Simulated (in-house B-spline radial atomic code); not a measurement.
Binding energies in As⁷⁺

NIST's tabulated ground configuration is [Ar] 3d8; each binding energy is the energy of the ion with one electron taken from that subshell, relaxed, less that of the parent. Computed with a B-spline radial code for spherical atoms: Dirac-Hartree-Fock, average of configuration, Fermi nucleus of rms radius 4.0968 fm. Energies include first-order Breit, QED and recoil terms.

| subshell | X-ray name | binding energy (eV) | -ε (eV) | relaxation (eV) |
| --- | --- | --- | --- | --- |
| 1s | K | 12021 | 12089.3 | 43.5 |
| 2s | L1 | 1690.2 | 1710.9 | 18.6 |
| 2p1/2 | L2 | 1514.4 | 1537.2 | 20.8 |
| 2p3/2 | L3 | 1478.5 | 1500.3 | 20.4 |
| 3s | M1 | 349.9 | 353.4 | 3.2 |
| 3p1/2 | M2 | 288.9 | 292.4 | 3.3 |
| 3p3/2 | M3 | 283.5 | 286.8 | 3.1 |
| 3d | M4,5 | 182.2 | 185.6 | 3.3 |

Relaxation = -ε minus the binding energy without Breit, QED and recoil terms.

Emission lines follow as differences of binding energies, with λ = 12398.42 eV·Å / E:

```json
{"line": "K-L3", "holes": "1s → 2p3/2", "energy (eV)": "10542.5", "wavelength (Å)": "1.176"}
{"line": "K-L2", "holes": "1s → 2p1/2", "energy (eV)": "10506.6", "wavelength (Å)": "1.1801"}
{"line": "K-M3", "holes": "1s → 3p3/2", "energy (eV)": "11737.5", "wavelength (Å)": "1.0563"}
{"line": "L1-M3", "holes": "2s → 3p3/2", "energy (eV)": "1406.7", "wavelength (Å)": "8.8138"}
{"line": "L3-M1", "holes": "2p3/2 → 3s", "energy (eV)": "1128.6", "wavelength (Å)": "10.986"}
```

What screening constant σ does Moseley's law, E = (3/4)·13.6057 eV·(Z - σ)², need for K-L3?

σ = 0.86.

What does it cost to remove both a 3p1/2 and a 3d electron?

504.21 eV, which is 33.07 eV more than the two single binding energies together.

What does it cost to remove two 1s electrons?

24535 eV, which is 493.2 eV more than the two single binding energies together.

What does it cost to remove both a 2s and a 2p3/2 electron?

3248 eV, which is 79.31 eV more than the two single binding energies together.
